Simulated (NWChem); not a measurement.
Species: H₄PO₄ cation; SMILES P(=[OH+])(O)(O)O

```xyz
9

O     -0.2705    -1.3025    -0.8245
P      0.0000     0.0000     0.0000
O      1.3025    -0.2705     0.8245
O      0.2705     1.3025    -0.8245
O     -1.3025     0.2705     0.8245
H     -1.1407    -1.4120    -1.2569
H      1.4120    -1.1407     1.2569
H      1.1407     1.4120    -1.2569
H     -1.4120     1.1407     1.2569
```
Atoms are numbered in this order, from 1.

Results from NWChem. Pople sets run with spherical d functions. Geometry: optimised at B3LYP/6-31G* (spherical d). Atomic charges in e: unrestrained fits to the electrostatic potential beside Mulliken populations; buried atoms are poorly determined by the fit.

Estimate the computed values for Hartree-Fock/6-31G*. Quantities: ESP O1; Mulliken O1; ESP P2; Mulliken P2; ESP O3; Mulliken O3; ESP O4; Mulliken O4; ESP O5; Mulliken O5; relative RMS misfit of the potential (%).


```yaml
ESP O1: -0.67
Mulliken O1: -0.77
ESP P2: 1.54
Mulliken P2: 1.84
ESP O3: -0.67
Mulliken O3: -0.77
ESP O4: -0.67
Mulliken O4: -0.77
ESP O5: -0.67
Mulliken O5: -0.77
relative RMS misfit of the potential (%): 2
```
